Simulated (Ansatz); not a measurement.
Job for Ansatz (a quantum-chemistry and plane-wave program): R-wB97M-V/def2-TZVPP on ZnS, 2S+1 = 1, a spin state set in the input, which need not be the lowest, a point of a bond scan (R = 2.064 Å).

Ansatz 0.2 input:
```yaml
crystal:
  periodic: [false, false, false]
  atoms:
    - {symbol: Zn, position_ang: [0.00000000, 0.00000000, 0.00000000]}
    - {symbol: S, position_ang: [0.00000000, 0.00000000, 2.06394500]}
basis:
  gaussian:
    orbitals: def2-TZVPP
    pivot_positions_ang: [[0.00000000, 0.00000000, 0.00000000], [0.00000000, 0.00000000, 2.06394500]]
hamiltonian:
  xc: {name: wB97M-V}
output: {forces: true, orbitals: {seedname: ./end}}
```

The log:

```
WARN ansatz: RAYON_NUM_THREADS=1 ignored (pool sized by the plan → 1); use --threads N
Functional definition: wB97M-V
integrals: 0.05 GiB planned
827 factors; their error is unknown
integrals: 0.08 GiB planned
121 factors; integrals over basis functions are off by at most 4.1e-5 eV
mean field: 0.44 GiB planned
mean field evaluation 1: about -59247.6894 eV, gradient 3.9e1 eV
mean field evaluation 2: about -59243.8637 eV, gradient 6.8e1 eV
mean field evaluation 4: about -59251.1035 eV, gradient 2.1e0 eV
mean field evaluation 8: about -59251.1643 eV, gradient 8.3e-2 eV
mean field evaluation 16: about -59251.1643 eV, gradient 5.0e-5 eV
mean field -59251.16434716 eV, -2177.4401278763 hartree, gradient 5.0e-5 eV, S^2 0.000000; 0 other end points of the search recorded, 0 dependent functions left out
the calculation of the forces begins
reference -59251.16438399 eV, -2177.4401292300 hartree; 23, 23 occupied and 83, 83 virtual orbitals, 827 factors
Total energy: -59251.16438399 eV, -2177.4401292300 hartree
Atom 0 at     0.000000     0.000000     0.000000 Å, force     0.000000     0.000000     0.139333 eV/Å
Atom 1 at     0.000000     0.000000     2.063945 Å, force    -0.000000    -0.000000    -0.139333 eV/Å
Dipole moment:    -0.000000    -0.000000    -1.190722 e Å
```

Self-consistency was reached.

Cost: around 7 core-seconds (rough).
